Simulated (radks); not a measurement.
Pb30+, 52 electrons, occupied as [Ar] 3d10 4s2 4p4 4d10 4f6 5f2 (not the ground configuration). All-electron calculation, Dirac Kohn-Sham, PBE, spin-unpolarised, spherical densities, finite nucleus; open shells fill j = l - 1/2 first; Fermi nuclear charge, rms radius 5.5012 fm. Program: a radial shooting solver on a logarithmic mesh with Libxc functionals.

Unscreened Slater integrals over Kohn-Sham orbitals (eV). Large and small components are both included. Empty in this configuration: 4f7/2.

| integral | value |
|---|---|
| F0(5f5/2,5f5/2) | 30.826 |
| F2(5f5/2,5f5/2) | 15.824 |
| F4(5f5/2,5f5/2) | 10.864 |
| F0(5f5/2,4f5/2) | 38.740 |
| F2(5f5/2,4f5/2) | 12.564 |
| F4(5f5/2,4f5/2) | 6.4992 |
| G0(5f5/2,4f5/2) | 3.6557 |
| G2(5f5/2,4f5/2) | 4.9906 |
| G4(5f5/2,4f5/2) | 4.0464 |
| F0(5f5/2,4d5/2) | 38.095 |
| F2(5f5/2,4d5/2) | 12.267 |
| F4(5f5/2,4d5/2) | 6.0826 |
| G1(5f5/2,4d5/2) | 2.4868 |
| G3(5f5/2,4d5/2) | 2.8461 |
| G5(5f5/2,4d5/2) | 2.4940 |
| F0(5f5/2,4d3/2) | 38.264 |
| F2(5f5/2,4d3/2) | 12.132 |
| G1(5f5/2,4d3/2) | 2.4532 |
| G3(5f5/2,4d3/2) | 2.8377 |
| F0(5f5/2,4f7/2) | 38.660 |
| F2(5f5/2,4f7/2) | 12.613 |
| F4(5f5/2,4f7/2) | 6.5296 |
| G2(5f5/2,4f7/2) | 4.9292 |
| G4(5f5/2,4f7/2) | 4.0144 |
| G6(5f5/2,4f7/2) | 3.2025 |
| F0(4f5/2,4f5/2) | 65.459 |
| F2(4f5/2,4f5/2) | 34.526 |
| F4(4f5/2,4f5/2) | 22.495 |
| F0(4f5/2,4d5/2) | 62.823 |
| F2(4f5/2,4d5/2) | 31.333 |
| F4(4f5/2,4d5/2) | 20.347 |
| G1(4f5/2,4d5/2) | 32.871 |
| G3(4f5/2,4d5/2) | 22.374 |
| G5(4f5/2,4d5/2) | 16.347 |
| F0(4f5/2,4d3/2) | 63.536 |
| F2(4f5/2,4d3/2) | 31.815 |
| G1(4f5/2,4d3/2) | 34.052 |
| G3(4f5/2,4d3/2) | 23.049 |
| F0(4f5/2,4f7/2) | 65.152 |
| F2(4f5/2,4f7/2) | 34.406 |
| F4(4f5/2,4f7/2) | 22.426 |
| G2(4f5/2,4f7/2) | 34.151 |
| G4(4f5/2,4f7/2) | 22.267 |
| G6(4f5/2,4f7/2) | 16.285 |
| F0(4d5/2,4d5/2) | 61.437 |
| F2(4d5/2,4d5/2) | 31.381 |
| F4(4d5/2,4d5/2) | 21.292 |
| F0(4d5/2,4d3/2) | 62.069 |
| F2(4d5/2,4d3/2) | 31.637 |
| G2(4d5/2,4d3/2) | 31.466 |
| G4(4d5/2,4d3/2) | 21.355 |
| F0(4d5/2,4f7/2) | 62.560 |
| F2(4d5/2,4f7/2) | 31.325 |
| F4(4d5/2,4f7/2) | 20.381 |
| G1(4d5/2,4f7/2) | 33.113 |
| G3(4d5/2,4f7/2) | 22.531 |
| G5(4d5/2,4f7/2) | 16.461 |
| F0(4d3/2,4d3/2) | 62.730 |
| F2(4d3/2,4d3/2) | 31.943 |
| F0(4d3/2,4f7/2) | 63.263 |
| F2(4d3/2,4f7/2) | 31.794 |
| G3(4d3/2,4f7/2) | 23.018 |
| G5(4d3/2,4f7/2) | 16.776 |
| F0(4f7/2,4f7/2) | 64.852 |
| F2(4f7/2,4f7/2) | 34.294 |
| F4(4f7/2,4f7/2) | 22.364 |
| F6(4f7/2,4f7/2) | 16.357 |
